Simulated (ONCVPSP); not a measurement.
Configuration tests for Lu (ONCV)

```json
{
 "Element": "lutetium",
 "Generator": "ONCVPSP 4.0.1",
 "Type": "optimised norm-conserving Vanderbilt (ONCV)",
 "Functional": "LDA (Perdew-Wang 92)",
 "Relativity": "scalar-relativistic",
 "Frozen core": "[Kr] 4d10",
 "Valence charge": "25",
 "Reference configuration": "4f14 5s2 5p6 5d1 (charge +2)",
 "Partial waves": "5s: rc 1.30 bohr, ncon 4, nbas 7, qcut 5.2 1/bohr, 3 projectors, debl 3.7 Ha; 5p: rc 1.55 bohr, ncon 3, nbas 6, qcut 5 1/bohr, 3 projectors, debl 1.2 Ha; 5d: rc 2.20 bohr, ncon 4, nbas 8, qcut 4.7 1/bohr, 1 projector; 4f: rc 1.00 bohr, ncon 4, nbas 8, qcut 16.3 1/bohr, 2 projectors, debl 2.1 Ha",
 "Local potential": "polynomial inside 0.85 bohr (lpopt 1, dvloc0 4 Ha)",
 "Core correction": "Teter function, fcfact 1.5, rcfact 1.6"
}
```

In the p channel the program set the typed energies aside and used -1.712, 0.250, 1.450 Ha.

Energies are relative to the spin-unpolarised reference configuration 4f14 5s2 5p6 5d1; without spin polarisation the order of configurations can differ from experiment.

| valence configuration | charge | ΔE all-electron (eV) | error AE − PS (meV) |
| --- | --- | --- | --- |
| 4f14 5s2 5p6 5d1 6s1 | +1 | -13.566 | +4.3 |
| 4f14 5s2 5p6 5d0 | +3 | 20.212 | -7.3 |

(1) What are ΔE and the potential's error for 4f14 5s2 5p6 5d1.5 6s1.5?

(2) What are ΔE and the potential's error for 4f14 5s2 5p6 5d1 6s2?

Results:

(1) ΔE = -19.668 eV all-electron; the error (AE − PS) is +4.3 meV.

(2) ΔE = -21.141 eV all-electron; the error (AE − PS) is +6.3 meV.
